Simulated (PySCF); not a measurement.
A thermochemical cycle for CuH

PBE0 in PySCF with def2-TZVPPD on every atom, for the lowest determinant that a PBE0 search found; no spin–orbit coupling. CuH, a singlet (closed shell), has De = 2.58 eV to neutral atoms, and CuH⁺, a doublet (σ ↑), has De = 1.05 eV to Cu⁺ (3d10) + H.

At the same level the Cu atom ionises at 7.78 eV.

Problem. What is the adiabatic ionisation energy of the molecule, and does ionisation strengthen or weaken the bond?

Solution. IE = IE(Cu) + De(neutral) − De(ion) = 7.78 + 2.58 − 1.05 = 9.31 eV. De changes by -1.53 eV, so ionisation weakens the bond.

For an ion De counts to the pair picked by the measured ionisation energies or electron affinities, which need not be the lowest pair at this level. With d or f electrons several states lie close, and the lowest PBE0 determinant need not be the measured ground state.
